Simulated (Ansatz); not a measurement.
methylammonium (CH₆N), SMILES C[NH3+], charge +1.

Geometry: ωB97X-D3(BJ)/def2-TZVP.

Two levels are set side by side: PBE/def2-TZVPD (Ansatz, a quantum-chemistry and plane-wave program) and CAM-B3LYP/def2-TZVPD (Ansatz). Energy differences of separate SCF runs at the same geometry; the states with an electron removed or added have multiplicity 2 and 2. Differences are taken from unrounded values.

```csv
quantity,PBE
vertical ionisation energy (eV),20.21
vertical electron affinity (eV),4.12
vertical singlet–triplet gap (eV),10.11
```

These are the PBE values. What does CAM-B3LYP give? (Estimate from the structure and the level; the computed values follow.)


```csv
quantity,CAM-B3LYP,PBE minus CAM-B3LYP
vertical ionisation energy (eV),20.53,-0.32
vertical electron affinity (eV),3.99,0.13
vertical singlet–triplet gap (eV),10.67,-0.56
```
